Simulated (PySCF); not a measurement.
**C₂H₉FO₂Si₂: full NMR table**

| Item | Value |
| --- | --- |
| Formula | C2H9FO2Si2 |
| SMILES | CCO[SiH2]O[SiH2]F |
| InChI | InChI=1S/C2H9FO2Si2/c1-2-4-7-5-6-3/h2,6-7H2,1H3 |
| Point group of the computed structure | C1 |
| Degrees of unsaturation | 0 |
| Carbon signals | 2 |
| Proton signals | 4 |

Atoms are numbered as in `[CH3:1][CH2:2][O:3][SiH2:4][O:5][SiH2:6][F:7]`; H(Xn) means a hydrogen on atom n.

PySCF calculation with geometry from GFN2-xTB and shielding tensors at PBE0/pcSseg-1 (GIAO); no relativistic terms, single conformer, gas phase, averaged over atoms made equivalent by symmetry, fast rotation or ring inversion.

Chemical shifts δ = σref − σ; $^{1}$H (σ = 31.72 ppm) and $^{13}$C (σ = 186.93 ppm) and $^{29}$Si (σ = 349.16 ppm) vs TMS; CFCl3 for $^{19}$F (σ = 170.95 ppm); $^{17}$O (σ = 336.08 ppm) vs H2O, all at this level.

| carbon | δC, type | δH (multiplicity) | HMBC from (2–3 bonds) | span of the C tensor (ppm) |
| --- | --- | --- | --- | --- |
| C1 | 20.3, CH3 | 1.37 (t) | H(C2) | 36 |
| C2 | 59.6, CH2 | 4.01 (q) | H(Si4), H(C1) | 67 |

Other nuclei:
```tsv
atoms	nucleus	environment	δ (ppm)	σ (ppm)
H(Si4)	$^{1}$H	hydrogen on a silicon bonded to 2 O	5.05	26.67
H(Si6)	$^{1}$H	hydrogen on a silicon bonded to F, O	4.98	26.73
F7	$^{19}$F	fluorine bonded to Si	-164.9	335.9
Si6	$^{29}$Si	silicon bonded to F, O, 2 H	-34.3	383.5
Si4	$^{29}$Si	silicon bonded to 2 O, 2 H	-41.8	391.0
O5	$^{17}$O	oxygen bonded to 2 Si	81.7	254.4
O3	$^{17}$O	oxygen bonded to C, Si	53.4	282.7
```

- Carbon types of the structure: 1 × CH2, 1 × CH3, leaving 4 H on heteroatoms.
- δC 59.6: sp3 CH2 bonded to O; the inductive effect lowers its shielding.
- δC 20.3: methyl carbon; aliphatic region, no heteroatom directly attached.
- δH 5.05: hydrogen on a silicon bonded to 2 O.
- δH 4.98: hydrogen on a silicon bonded to F, O.
- δH 4.01: hydrogen on an sp3 CH2 bonded to O; its carbon carries O, an electronegative neighbour.

Splittings by $^{19}$F in the carbon and heteronuclear signals aren't shown, as no couplings were computed. Shifts are as computed. Against solution values, carbons near 30 ppm lie about +3 ppm off and those near 130 ppm about +5 ppm. Of 1309 compounds with measured shifts, 239 miss one by over three times the rms of a fit or turn the order of signals round; such compounds aren't used in these exercises. Unscaled 19F shifts against computed CFCl3 carry errors that often reach 10 to 50 ppm. Experimental scales use liquid or dissolved standards, which lie at an offset from isolated H2O (liquid H2O: subtract about 36 ppm). No couplings were computed; multiplicities are counted from neighbouring protons, with m where these are inequivalent, close in shift, in a saturated or five-membered ring or joined by F or P, and br s for small geminal =CH2 splittings.
